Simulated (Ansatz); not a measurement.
What each rung costs, and what it gives

The pair of K⁺ (SMILES [K+], atom 1) and C$_{2}$H$_{4}$ (SMILES C=C, atoms 2–7), both closed shells, in one local arrangement (a lower one may exist), relaxed at PBE0-D4/def2-TZVP:

```
atom    x (Å)    y (Å)    z (Å)
  K1  -0.0765  -0.0704  -3.0506
  C2   0.6317  -0.2296   0.4775
  C3  -0.6073   0.2520   0.4925
  H4   0.8282  -1.2959   0.5348
  H5   1.4968   0.4263   0.4774
  H6  -0.8022   1.3200   0.5050
  H7  -1.4707  -0.4024   0.5632
```

Interaction energies are counterpoise-corrected; the time is that of the whole pair.

Ansatz 0.2.0; basis: as named in each row; cores frozen in the correlated methods. The outer core shell of Li, Na, Mg and K is correlated. The def2 sets are not built for correlating such inner shells, so the correlated values are less sure here. B3LYP uses VWN-RPA correlation. Extrapolation: Hartree–Fock as exp(−7.88 √X), correlation as X^−2.97.

Times are rough, for one single point on 2 threads of a shared host (Arm Neoverse N1).

The estimate by CCSD(T) at an estimated basis limit (MP2 extrapolated from triple and quadruple zeta, plus CCSD(T) − MP2 in triple zeta) is -8.11 kcal/mol.

```tsv
method	basis	time (s)	interaction energy (kcal/mol)	method less estimate
HF	STO-3G	under 1	-5.65	2.45
PBE-D4	STO-3G	under 1	-10.98	-2.87
SPW92	def2-SVP	under 1	-8.93	-0.82
PBE-D4	def2-SVP	1	-10.16	-2.05
B3LYP-D4	6-31G	2	-11.89	-3.78
PBE0-D4	def2-SVP	2	-9.90	-1.79
CCSD(T)	def2-SVP	2	-6.91	1.20
PBE-D4	def2-TZVPPD	3	-10.36	-2.26
revPBE-D4	def2-TZVPPD	4	-11.71	-3.61
BLYP-D4	def2-TZVPPD	4	-11.89	-3.78
PBE0-D4	def2-TZVPPD	4	-10.21	-2.10
HSE06-D4	def2-TZVPPD	5	-10.17	-2.07
B3LYP-D4	def2-TZVPPD	6	-11.43	-3.33
r2SCAN-D4	def2-TZVPPD	8	-8.57	-0.46
B2PLYP	def2-TZVPPD	8	-7.92	0.18
wB97M-V	def2-SVP	9	-8.22	-0.12
wB97X-V	def2-TZVPPD	15	-8.43	-0.33
wB97M-V	def2-TZVPPD	16	-8.50	-0.39
B97M-V	def2-TZVPPD	19	-8.05	0.06
MP2	def2-QZVPPD	23	-8.25	-0.14
CCSD(T)	def2-TZVPPD	51	-7.79	0.32
```

T1 diagnostic: at most 0.011.
